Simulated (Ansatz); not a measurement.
A run of Ansatz (development build ahead of 0.2.0) on singlet H₆ at this shape:

```yaml
atoms:
  - { symbol: H, position_ang: [-1.0000, 0.0000, 0.0000] }
  - { symbol: H, position_ang: [0.5000, -0.8660, 0.0000] }
  - { symbol: H, position_ang: [-0.5000, 0.8660, 0.0000] }
  - { symbol: H, position_ang: [-0.5000, -0.8660, 0.0000] }
  - { symbol: H, position_ang: [1.0000, 0.0000, 0.0000] }
  - { symbol: H, position_ang: [0.5000, 0.8660, 0.0000] }
```

Its results:

* Converged: yes
* Reference energy: -3.25579 hartree
* Correlation energy: -0.12904 hartree
* Total energy: -3.38483 hartree

Forces (eV/Å):
```
atom      Fx      Fy     Fz
  H1   0.268   0.000  0.000
  H2  -0.134   0.232  0.000
  H3   0.134  -0.232  0.000
  H4   0.134   0.232  0.000
  H5  -0.268   0.000  0.000
  H6  -0.134  -0.232  0.000
```

**Question.** Which input gives this output? Name the method, the orbitals and the basis set, and write the input.

**Answer.** RHF-MP2 in cc-pVTZ. An unrestricted run that stays on the closed shell gives the same numbers.

```yaml
crystal:
  periodic: [false, false, false]
  atoms:
    - { symbol: H, position_ang: [-1.0, 0.0, 0.0] }
    - { symbol: H, position_ang: [0.5, -0.86603, 0.0] }
    - { symbol: H, position_ang: [-0.5, 0.86603, 0.0] }
    - { symbol: H, position_ang: [-0.5, -0.86603, 0.0] }
    - { symbol: H, position_ang: [1.0, 0.0, 0.0] }
    - { symbol: H, position_ang: [0.5, 0.86603, 0.0] }
basis:
  gaussian: { orbitals: cc-pVTZ }
hamiltonian:
  xc: hf
correlation:
  method: mp2
  frozen_orbitals: { H: 0 }
output:
  forces: true
```

Caution: bonds are stretched, where a single reference can fail; stretched shape with no unrestricted run beside it, a lower state can exist.
